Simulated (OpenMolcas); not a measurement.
Ti2+ (d2) among equal point charges was computed by CASSCF with the d shell active (OpenMolcas, ANO-RCC-VDZP on the metal). Its lowest spin-free states, and all those of the highest spin:

```csv
2S+1,Degeneracy,E (cm-1)
3,1,0.0
3,3,8130
1,2,11324
3,3,13654
1,1,18951
1,3,19820
1,3,23689
3,3,23939
1,2,31572
1,3,31901
1,1,52269
```

Is the site octahedral, tetrahedral or cube-like, axial, or of lower symmetry?

The states with 2S+1 = 3 have orbital degeneracies 1, 3, 3, 3. Threefold states need a cubic site. For d2 at this spin an octahedron puts the threefold T1 below the threefold T2 and a tetrahedron or cube puts the single A2 below the threefold T2, so the site is a tetrahedron or a cube, which this pattern cannot tell apart. The first gap at this spin, 8130 cm-1, is |10Dq| in ligand-field theory. The run had Ti2+ among 8 point charges of -1 e arranged as a cube (Oh), 1.85 Å from the ion.

Without dynamic correlation the repulsion within the d shell is too large (B by tens of per cent), so at a given field states of lower spin stand too high. Point charges carry no covalency, so the field is a model and not that of real ligands. No measured value stands beside these numbers.
